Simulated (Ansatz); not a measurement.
Cost and result up the ladder for the cluster Ba2O2 (the lowest singlet isomer of a short search) (4 atoms). Total charge 0; singlet. Geometry: PBE0-D4/def2-TZVP.

```xyz
4

Ba    1.562   -0.606    0.431
Ba   -1.562    0.606   -0.431
O    -0.589   -0.796    1.018
O     0.590    0.796   -1.017
```

Ansatz on 4 threads of Arm Neoverse V1 on a shared host. Times are rough, and most runs start from the orbitals of an earlier one. CAM-B3LYP-D4/def2-TZVP serves as the yardstick here, not as an exact answer. Differences are given only for rows in sets of like size (and for xTB, whose basis is part of the method), since another set adds its own error. Binding counts from free atoms at the same level (Ba singlet, O triplet; other spins of the atoms weren't run), without zero-point energy or a counterpoise term.

In the def2 sets Ba takes a core potential; there is no spin–orbit coupling. HSE06 is defined as in plane-wave codes, on full-range PBE exchange. Correlated methods freeze 2 core orbitals; core or outer-core shells of Ba are correlated, in sets that lack core-valence functions. The structure comes from a short search, and lower isomers may exist.

Correlated methods converge slowly with the basis.

```json
{"level": "MP2/def2-TZVP", "functions": "142", "wall time": "0.9 s", "binding energy per atom (eV)": "3.80", "difference from CAM-B3LYP-D4/def2-TZVP (eV)": "0.11", "remarks": "–"}
{"level": "PBE0-D4/def2-SVP", "functions": "88", "wall time": "1.4 s", "binding energy per atom (eV)": "3.68", "difference from CAM-B3LYP-D4/def2-TZVP (eV)": "–", "remarks": "–"}
{"level": "PBE-D4/def2-SVP", "functions": "88", "wall time": "1.4 s", "binding energy per atom (eV)": "4.02", "difference from CAM-B3LYP-D4/def2-TZVP (eV)": "–", "remarks": "–"}
{"level": "PBE-D4/def2-TZVP", "functions": "142", "wall time": "1.7 s", "binding energy per atom (eV)": "3.98", "difference from CAM-B3LYP-D4/def2-TZVP (eV)": "0.29", "remarks": "–"}
{"level": "PBE0-D4/def2-TZVP", "functions": "142", "wall time": "1.8 s", "binding energy per atom (eV)": "3.69", "difference from CAM-B3LYP-D4/def2-TZVP (eV)": "0.00", "remarks": "–"}
{"level": "HSE06-D4/def2-TZVP", "functions": "142", "wall time": "2 s", "binding energy per atom (eV)": "3.69", "difference from CAM-B3LYP-D4/def2-TZVP (eV)": "0.00", "remarks": "–"}
{"level": "PBE0-D4/def2-TZVPD", "functions": "160", "wall time": "2.3 s", "binding energy per atom (eV)": "3.71", "difference from CAM-B3LYP-D4/def2-TZVP (eV)": "0.02", "remarks": "–"}
{"level": "CAM-B3LYP-D4/def2-TZVP", "functions": "142", "wall time": "2.4 s", "binding energy per atom (eV)": "3.69", "difference from CAM-B3LYP-D4/def2-TZVP (eV)": "0.00", "remarks": "–"}
{"level": "RPA@PBE/def2-TZVP", "functions": "142", "wall time": "3.2 s", "binding energy per atom (eV)": "3.24", "difference from CAM-B3LYP-D4/def2-TZVP (eV)": "-0.45", "remarks": "–"}
{"level": "r2SCAN0-D4/def2-TZVP", "functions": "142", "wall time": "3.5 s", "binding energy per atom (eV)": "3.62", "difference from CAM-B3LYP-D4/def2-TZVP (eV)": "-0.07", "remarks": "–"}
{"level": "r2SCAN-D4/def2-TZVP (with forces)", "functions": "142", "wall time": "3.7 s", "binding energy per atom (eV)": "3.91", "difference from CAM-B3LYP-D4/def2-TZVP (eV)": "0.22", "remarks": "–"}
{"level": "r2SCAN-D4/def2-TZVPD", "functions": "160", "wall time": "4.2 s", "binding energy per atom (eV)": "3.93", "difference from CAM-B3LYP-D4/def2-TZVP (eV)": "0.24", "remarks": "–"}
{"level": "B97M-V/def2-TZVP", "functions": "142", "wall time": "6.5 s", "binding energy per atom (eV)": "3.56", "difference from CAM-B3LYP-D4/def2-TZVP (eV)": "-0.13", "remarks": "–"}
{"level": "CCSD(T)/def2-TZVPP", "functions": "142", "wall time": "28 s", "binding energy per atom (eV)": "3.46", "difference from CAM-B3LYP-D4/def2-TZVP (eV)": "-0.23", "remarks": "large T1 (0.022)"}
```
